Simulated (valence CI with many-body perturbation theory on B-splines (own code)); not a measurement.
E1 transitions of Tm LV

Method: relativistic CI+MBPT: five valence electrons over a frozen Dirac-Fock core [Ne], radial functions for each j: 9 s, 9 p, 8 d, 6 f, 3 g, 1 h, with the one-electron correlation potential Σ1 (screened to all orders), the two-electron term Σ2, the three-electron term Σ3, Breit, model QED; selected single and double excitations, second order for the rest (own B-spline code, finite nucleus).

No measured spectrum was set against this ion. As an estimate, large intervals hold to a few tenths of a per cent, small ones and those within an open d or f shell to about a per cent. Among the levels kept, up to 580 cm⁻¹ of a level comes from second order outside the variational space, and about a tenth of that is noise between levels of different J, which matters for small intervals.

Lines 151 to 200 of 223 in falling wavelength, among levels below 742.15 eV, chosen from the strongest by gf and those to the six lowest levels. Wavelengths and rates use the calculated energies. Electric multipoles are in the length gauge, E1 and E2 with the static RPA response of the core. Weak lines are less certain than strong ones. Lines between different terms over intervals too small for the method are left out, as are lines whose strength nearly cancels. The highest levels of a list are the least certain.

Levels are named by their leading jj configuration (3d3/2^4 stands for four electrons in 3d with j = 3/2), which in mixed levels can hold well under half, so a name can repeat and another be missing. Letters in brackets count levels of one name in rising energy.

```tsv
λ vac (nm)	Upper	Lower	A (s⁻¹)	log gf	Branch %
3.897	(3s 3p1/2^2 3p3/2 3d5/2) J=3/2 [b]	(3s 3p1/2^2 3p3/2^2) J=5/2	2.27e+10	-1.68	1.7
3.833	(3s 3p1/2^2 3p3/2 3d3/2) J=5/2 [a]	(3s^2 3p1/2^2 3d5/2) J=5/2	2.27e+08	-3.52	0.7
3.809	(3s 3p1/2^2 3p3/2 3d3/2) J=3/2 [a]	(3s^2 3p1/2^2 3d5/2) J=5/2	1.63e+08	-3.85	0.2
3.726	(3s 3p1/2^2 3p3/2 3d3/2) J=7/2	(3s^2 3p1/2^2 3d5/2) J=5/2	9.26e+09	-1.81	29.0
3.708	(3s^2 3p1/2 3d3/2 3d5/2) J=7/2	(3s 3p1/2^2 3p3/2^2) J=5/2	6.57e+09	-1.97	2.6
3.546	(3s 3p1/2^2 3p3/2 3d3/2) J=3/2 [b]	(3s^2 3p1/2^2 3d5/2) J=5/2	4.32e+09	-2.49	1.1
3.433	(3s 3p1/2^2 3p3/2 3d3/2) J=5/2 [b]	(3s^2 3p1/2^2 3d5/2) J=5/2	4.97e+09	-2.28	0.7
3.226	(3s 3p1/2 3p3/2^3) J=3/2 [a]	(3s^2 3p1/2 3p3/2^2) J=1/2	1.87e+10	-1.93	2.6
3.165	(3s^2 3p1/2 3d3/2^2) J=5/2	(3s^2 3p1/2^2 3d5/2) J=5/2	3.96e+08	-3.45	0.0
3.152	(3s 3p1/2^2 3p3/2 3d3/2) J=5/2 [a]	(3s^2 3p1/2^2 3d3/2) J=3/2	2.24e+09	-2.70	6.8
3.136	(3s 3p1/2^2 3p3/2 3d3/2) J=3/2 [a]	(3s^2 3p1/2^2 3d3/2) J=3/2	2.30e+10	-1.87	35.2
3.121	(3s 3p1/2^2 3p3/2 3d3/2) J=1/2 [a]	(3s^2 3p1/2^2 3d3/2) J=3/2	2.19e+09	-3.19	6.9
3.116	(3s 3p1/2^2 3p3/2^2) J=5/2	(3s^2 3p1/2^2 3p3/2) J=3/2	1.97e+11	-0.77	90.6
3.115	(3s 3p1/2^2 3p3/2 3d5/2) J=5/2 [a]	(3s^2 3p1/2^2 3d5/2) J=5/2	1.19e+11	-0.98	43.9
3.113	(3s 3p1/2 3p3/2^3) J=3/2 [a]	(3s^2 3p1/2 3p3/2^2) J=5/2	2.98e+10	-1.76	4.2
3.057	(3s 3p1/2^2 3p3/2 3d5/2) J=7/2 [a]	(3s^2 3p1/2^2 3d5/2) J=5/2	2.16e+10	-1.62	8.7
3.046	(3s 3p1/2^2 3p3/2 3d5/2) J=3/2 [a]	(3s^2 3p1/2^2 3d5/2) J=5/2	7.94e+10	-1.35	38.6
3.029	(3s 3p1/2 3p3/2^3) J=3/2 [a]	(3s^2 3p1/2 3p3/2^2) J=3/2	6.57e+11	-0.44	92.7
2.992	(3s 3p1/2 3p3/2^3) J=5/2	(3s^2 3p1/2 3p3/2^2) J=5/2	6.86e+11	-0.26	97.6
2.959	(3s 3p1/2 3p3/2^3) J=1/2	(3s^2 3p1/2 3p3/2^2) J=1/2	7.67e+11	-0.70	55.1
2.955	(3s 3p1/2^2 3p3/2 3d3/2) J=3/2 [b]	(3s^2 3p1/2^2 3d3/2) J=3/2	3.43e+11	-0.75	84.5
2.943	(3s 3p1/2 3p3/2^3) J=3/2 [b]	(3s^2 3p1/2 3p3/2^2) J=1/2	2.14e+11	-0.95	13.4
2.942	(3s 3p1/2^2 3p3/2 3d5/2) J=7/2 [b]	(3s^2 3p1/2^2 3d5/2) J=5/2	5.49e+11	-0.24	74.6
2.915	(3s 3p1/2 3p3/2^3) J=5/2	(3s^2 3p1/2 3p3/2^2) J=3/2	1.15e+09	-3.05	0.2
2.913	(3s 3p1/2^2 3p3/2^2) J=3/2	(3s^2 3p1/2^2 3p3/2) J=3/2	5.35e+11	-0.56	92.7
2.906	(3s 3p1/2^2 3p3/2^2) J=1/2	(3s^2 3p1/2^2 3p3/2) J=3/2	3.84e+11	-1.01	93.3
2.877	(3s 3p1/2^2 3p3/2 3d3/2) J=5/2 [b]	(3s^2 3p1/2^2 3d3/2) J=3/2	6.89e+11	-0.29	92.5
2.864	(3s^2 3p1/2 3d3/2^2) J=3/2	(3s^2 3p1/2^2 3d5/2) J=5/2	6.31e+10	-1.51	2.0
2.857	(3s 3p1/2^2 3p3/2 3d5/2) J=5/2 [b]	(3s^2 3p1/2^2 3d5/2) J=5/2	3.21e+11	-0.63	44.5
2.852	(3s 3p1/2^2 3p3/2 3d3/2) J=1/2 [b]	(3s^2 3p1/2^2 3d3/2) J=3/2	7.72e+11	-0.73	92.2
2.849	(3s 3p1/2 3p3/2^3) J=3/2 [b]	(3s^2 3p1/2 3p3/2^2) J=5/2	1.22e+12	-0.23	76.2
2.841	(3s 3p1/2^2 3p3/2 3d5/2) J=3/2 [b]	(3s^2 3p1/2^2 3d5/2) J=5/2	4.27e+11	-0.68	31.7
2.793	(3s 3p1/2 3p3/2^3) J=1/2	(3s^2 3p1/2 3p3/2^2) J=3/2	5.97e+11	-0.85	42.9
2.779	(3s 3p1/2 3p3/2^3) J=3/2 [b]	(3s^2 3p1/2 3p3/2^2) J=3/2	1.41e+11	-1.19	8.8
2.759	(3s^2 3p1/2 3p3/2 3d3/2) J=5/2 [a]	(3s^2 3p1/2^2 3p3/2) J=3/2	1.79e+09	-2.91	27.4
2.742	(3s^2 3p1/2 3p3/2 3d3/2) J=3/2 [a]	(3s^2 3p1/2^2 3p3/2) J=3/2	1.43e+11	-1.19	90.5
2.742	(3s^2 3p1/2 3p3/2 3d3/2) J=1/2 [a]	(3s^2 3p1/2^2 3p3/2) J=3/2	3.24e+09	-3.14	35.7
2.739	(3s^2 3p1/2 3d3/2 3d5/2) J=7/2	(3s^2 3p1/2^2 3d5/2) J=5/2	4.38e+10	-1.40	17.6
2.717	(3s^2 3p1/2 3d3/2 3d5/2) J=5/2	(3s^2 3p1/2^2 3d5/2) J=5/2	6.58e+10	-1.36	21.6
2.686	(3s^2 3p1/2 3d3/2^2) J=5/2	(3s^2 3p1/2^2 3d3/2) J=3/2	1.06e+12	-0.16	98.3
2.682	(3s^2 3p1/2 3d3/2 3d5/2) J=3/2	(3s^2 3p1/2^2 3d5/2) J=5/2	6.28e+09	-2.57	1.8
2.650	(3s 3p1/2^2 3p3/2 3d5/2) J=5/2 [a]	(3s^2 3p1/2^2 3d3/2) J=3/2	1.49e+06	-6.03	0.0
2.649	(3s^2 3p3/2^2 3d3/2) J=3/2	(3s^2 3p1/2 3p3/2^2) J=1/2	1.63e+11	-1.16	6.0
2.641	(3s^2 3p3/2^2 3d3/2) J=1/2	(3s^2 3p1/2 3p3/2^2) J=1/2	1.92e+11	-1.40	6.6
2.600	(3s 3p1/2^2 3p3/2 3d5/2) J=3/2 [a]	(3s^2 3p1/2^2 3d3/2) J=3/2	1.49e+09	-3.22	0.7
2.589	(3s^2 3p3/2^2 3d3/2) J=7/2	(3s^2 3p1/2 3p3/2^2) J=5/2	1.30e+12	0.02	100.0
2.588	(3s^2 3p3/2^2 3d3/2) J=5/2	(3s^2 3p1/2 3p3/2^2) J=5/2	1.24e+12	-0.13	65.5
2.572	(3s^2 3p3/2^2 3d3/2) J=3/2	(3s^2 3p1/2 3p3/2^2) J=5/2	9.67e+11	-0.42	35.5
2.543	(3s^2 3p1/2 3p3/2 3d3/2) J=5/2 [b]	(3s^2 3p1/2^2 3p3/2) J=3/2	1.93e+12	0.05	99.8
2.530	(3s^2 3p3/2^2 3d3/2) J=5/2	(3s^2 3p1/2 3p3/2^2) J=3/2	6.52e+11	-0.43	34.5
```
